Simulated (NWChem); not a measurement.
System: BaHSCl; SMILES [SH][Ba][Cl]

Here is an NWChem input.

```
start job
memory heap 200 mb stack 900 mb global 1100 mb
geometry units angstroms noautoz
  Ba    -0.413128    -0.008021    -0.006141
  Cl     0.928755    -2.408242     0.005965
  S      1.012905     2.505651    -0.008225
  H     -0.127820     3.238229    -0.011682
end
basis spherical
  * library def2-svp
end
ecp
  Ba library def2-ecp
end
dft
  xc b3lyp
  iterations 150
  vectors input atomic output neutral.movecs
end
task dft energy
charge 1
dft
  odft
  mult 2
  vectors input atomic output cation.movecs
end
task dft energy
```

Structure relaxed at the PBE0/def2-SVP level. No frequency run checked for a minimum. def2 effective core potentials on Ba; no spin-orbit coupling.

Ions are spin-unrestricted doublets at the neutral geometry; other ion states weren't tried.

**Question.** What results follow from this input? (B3LYP/def2-SVP with def2 effective core potentials on Ba, vertical spin-unrestricted ions.) Quantities: vertical ionisation energy, ΔSCF (eV); −ε(HOMO) (eV).

**Answer.** 
| Item | Value |
|---|---|
| vertical ionisation energy, ΔSCF (eV) | 8.25 |
| −ε(HOMO) (eV) | 5.83 |
